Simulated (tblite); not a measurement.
Record of a relaxation.

Species: C6H14N2.
Atom-mapped SMILES: `[CH3:1][CH2:2][CH2:3][CH2:4]/[CH:5]=[N:6]\[NH:7][CH3:8]` (hydrogens: H9, H10, H11 on C1; H12, H13 on C2; H14, H15 on C3; H16, H17 on C4; H18 on C5; H19 on N7; H20, H21, H22 on C8)

Computed with GFN2-xTB (tblite), gas phase: L-BFGS steps from a force-field or distance-geometry start until the largest atomic force falls under 0.01 eV/Å. 4 of its 191 geometries are shown.

Step 0: E = -701.3243 eV, largest atomic force 2.079 eV/Å
```
atom  x, y, z in Å  |  force x, y, z in eV/Å
C1      3.587    0.449    0.512    0.772   0.747  -0.413
C2      2.313   -0.359    0.420   -0.047  -0.754   0.922
C3      1.280    0.279   -0.465   -0.818   0.560  -0.826
C4     -0.002   -0.562   -0.542    1.132  -0.958   0.332
C5     -0.997    0.088   -1.407   -2.026   0.232   0.405
N6     -2.256    0.189   -1.131    0.839  -0.508   1.283
N7     -2.743   -0.327    0.048   -0.575   0.619  -1.011
C8     -3.999    0.246    0.548    0.387  -0.768  -0.643
H9      3.410    1.410    1.058    0.229  -0.868  -0.413
H10     3.963    0.708   -0.509   -0.326  -0.156   0.734
H11     4.389   -0.129    0.999   -0.382   0.360  -0.005
H12     1.901   -0.474    1.449    0.160   0.067  -0.512
H13     2.520   -1.393    0.068    0.004   0.568   0.021
H14     1.652    0.346   -1.513    0.011   0.375   0.718
H15     0.949    1.285   -0.083    0.688  -0.714  -0.429
H16    -0.323   -0.724    0.508   -0.187   0.002  -0.680
H17     0.244   -1.548   -1.007   -0.048   0.328   0.480
H18    -0.678    0.509   -2.350   -0.099  -0.061   0.083
H19    -2.328   -1.067    0.630    0.036   0.756  -0.635
H20    -3.749    0.845    1.442   -0.552  -0.191  -0.301
H21    -4.670   -0.619    0.769    0.221   0.819   0.180
H22    -4.475    0.868   -0.249    0.582  -0.455   0.711
```

Step 63: E = -701.8369 eV, largest atomic force 0.034 eV/Å
```
atom  x, y, z in Å  |  force x, y, z in eV/Å
C1      3.653    0.441    0.471   -0.004  -0.015  -0.001
C2      2.403   -0.427    0.387   -0.017   0.003  -0.012
C3      1.316    0.243   -0.449   -0.019   0.021  -0.012
C4      0.032   -0.584   -0.522    0.007  -0.007   0.017
C5     -1.044    0.157   -1.268    0.013  -0.005   0.005
N6     -2.276    0.265   -0.995    0.004  -0.010  -0.015
N7     -2.872   -0.383    0.015   -0.006   0.011  -0.016
C8     -4.122    0.179    0.460   -0.011   0.008  -0.005
H9      3.411    1.417    0.888    0.008  -0.024   0.000
H10     4.082    0.590   -0.518   -0.010   0.003   0.013
H11     4.404   -0.026    1.104    0.003  -0.003  -0.004
H12     2.021   -0.614    1.394    0.017   0.006  -0.011
H13     2.658   -1.394   -0.055   -0.002   0.004   0.009
H14     1.691    0.417   -1.459   -0.004   0.004  -0.006
H15     1.080    1.216   -0.011    0.008   0.024  -0.003
H16    -0.304   -0.818    0.493    0.021  -0.013   0.024
H17     0.232   -1.536   -1.025    0.008   0.007   0.001
H18    -0.733    0.681   -2.161   -0.010   0.006   0.005
H19    -2.288   -0.761    0.759    0.008  -0.022   0.012
H20    -3.991    0.980    1.199   -0.014  -0.003  -0.007
H21    -4.731   -0.612    0.898   -0.004   0.009   0.010
H22    -4.632    0.588   -0.410    0.004  -0.004  -0.002
```

Step 127: E = -701.8454 eV, largest atomic force 0.040 eV/Å
```
atom  x, y, z in Å  |  force x, y, z in eV/Å
C1      3.746    0.372    0.371   -0.007   0.011   0.001
C2      2.452   -0.433    0.364   -0.011   0.003   0.003
C3      1.337    0.296   -0.383   -0.002   0.017  -0.005
C4      0.017   -0.473   -0.352    0.018   0.007   0.002
C5     -1.038    0.228   -1.163    0.009  -0.002   0.014
N6     -2.290    0.271   -0.978   -0.001   0.003   0.001
N7     -2.920   -0.411   -0.011   -0.022   0.029  -0.017
C8     -4.220    0.100    0.347   -0.018   0.003  -0.001
H9      3.592    1.329    0.864    0.009   0.010  -0.004
H10     4.083    0.562   -0.645    0.009  -0.011   0.009
H11     4.529   -0.164    0.903   -0.005  -0.002  -0.021
H12     2.138   -0.614    1.395   -0.006  -0.025  -0.007
H13     2.628   -1.403   -0.109   -0.003   0.001   0.020
H14     1.637    0.451   -1.422    0.016  -0.016   0.004
H15     1.187    1.281    0.066   -0.004   0.011   0.003
H16    -0.314   -0.586    0.686    0.018  -0.014  -0.021
H17     0.172   -1.479   -0.758   -0.015   0.010   0.017
H18    -0.692    0.772   -2.032   -0.029  -0.005   0.003
H19    -2.368   -0.755    0.774    0.025  -0.013   0.014
H20    -4.173    0.953    1.038    0.009  -0.005  -0.022
H21    -4.801   -0.695    0.812    0.004  -0.019  -0.004
H22    -4.712    0.420   -0.569    0.005   0.007   0.013
```

Step 190: E = -701.8560 eV, largest atomic force 0.010 eV/Å
```
atom  x, y, z in Å  |  force x, y, z in eV/Å
C1      3.845    0.155    0.197    0.005   0.002  -0.002
C2      2.441   -0.386    0.438    0.006  -0.005   0.004
C3      1.395    0.364   -0.383    0.003  -0.002   0.007
C4     -0.014   -0.167   -0.138   -0.002  -0.002  -0.003
C5     -1.046    0.572   -0.947   -0.005   0.006  -0.002
N6     -2.306    0.461   -0.881   -0.001  -0.004  -0.002
N7     -2.911   -0.433   -0.085    0.009   0.001   0.000
C8     -4.301   -0.175    0.191   -0.006   0.001  -0.001
H9      3.900    1.206    0.472    0.002   0.003   0.002
H10     4.114    0.062   -0.853   -0.005  -0.002   0.003
H11     4.575   -0.393    0.788   -0.005   0.001   0.000
H12     2.197   -0.301    1.500    0.006  -0.001  -0.006
H13     2.412   -1.447    0.175   -0.003  -0.002   0.005
H14     1.635    0.270   -1.444   -0.006   0.007   0.002
H15     1.428    1.426   -0.126    0.001   0.005  -0.004
H16    -0.256   -0.082    0.930    0.000  -0.001  -0.005
H17    -0.053   -1.233   -0.392   -0.004  -0.005   0.001
H18    -0.692    1.280   -1.682    0.001  -0.001   0.000
H19    -2.380   -0.820    0.693    0.005  -0.004   0.003
H20    -4.452    0.542    1.008    0.007   0.006   0.004
H21    -4.793   -1.113    0.450   -0.001   0.001  -0.007
H22    -4.746    0.231   -0.714   -0.006  -0.004   0.001
```

Task: Summarise the path.

Result: The energy falls by 0.5317 eV from step 0 to step 190; nine tenths of that is first reached at step 17. It rises by more than 0.2 meV at step 165. The largest force goes from 2.079 to 0.010 eV/Å. Among the bonds C4–C5 changes most (a near tie, within 0.001 Å, with another), from 1.470 to 1.505 Å; the atoms move by 0.583 Å rms after alignment.
